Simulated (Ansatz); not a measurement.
The first iterations of a band of CH5FGe + H2 (10 atoms, charge 0, multiplicity 1).

Level of theory: RKS B3LYP-D4/def2-SVP (Ansatz).

| Property | Result |
| --- | --- |
| movable images | 9 |
| climbing image | yes |
| spring | 5.0 eV/Å² |
| optimiser | lbfgs |
| start path | through a guess of the saddle point |
| force threshold | 0.05 eV/Å |
| iteration limit | 60 |
| end points | relaxed |

First end point:

```xyz
10
Properties=species:S:1:pos:R:3
Ge -0.018 0.277 -0.613
F 0.027 -0.277 1.060
H 1.448 0.554 -1.004
C -1.128 1.880 -0.636
H -2.142 1.643 -0.283
H -0.693 2.651 0.016
H -1.194 2.277 -1.661
H -0.622 -0.886 -1.425
H 1.445 -2.616 2.500
H 1.081 -2.029 2.175
```

Last end point:

```xyz
10
Properties=species:S:1:pos:R:3
Ge 0.547 0.014 -0.634
F -1.194 -1.029 1.846
H 1.738 0.503 -1.485
C -0.723 1.453 -0.234
H -1.450 1.075 0.497
H -0.199 2.321 0.192
H -1.251 1.767 -1.146
H -0.137 -1.171 -1.340
H 1.147 -0.520 0.702
H -0.274 -0.937 1.732
```

| iteration | highest image above the first end (eV) | largest band force component (eV/Å) |
| --- | --- | --- |
| 1 | 2.936 | 8.187 |
| 2 | 2.607 | 3.154 |
| 3 | 2.482 | 2.440 |
| 4 | 2.247 | 7.166 |
| 5 | 2.202 | 2.338 |
| 6 | 2.175 | 1.900 |
| 7 | 1.971 | 3.300 |
| 8 | 1.957 | 0.937 |
| 9 | 1.945 | 1.016 |
| 10 | 1.937 | 0.507 |
| 11 | 1.893 | 1.731 |
| 12 | 1.889 | 0.731 |
| 13 | 1.931 | 0.685 |
| 14 | 2.024 | 1.492 |
| 15 | 2.011 | 0.877 |
| 16 | 2.008 | 1.295 |
| 17 | 2.014 | 0.553 |
| 18 | 2.023 | 1.096 |

Question: Does the band converge within its limit, and where does its top end?

Answer: It converged. It ended after 54 iterations with the highest image 2.016 eV above the first end. The order of the stationary point at the top wasn't checked. The orbitals stay closed-shell, which can raise the energy where a bond breaks towards radicals; this wasn't checked here.

The run took 25 min on 2 threads of Arm Neoverse N1, with other jobs on the host, peak memory 0.22 GiB.
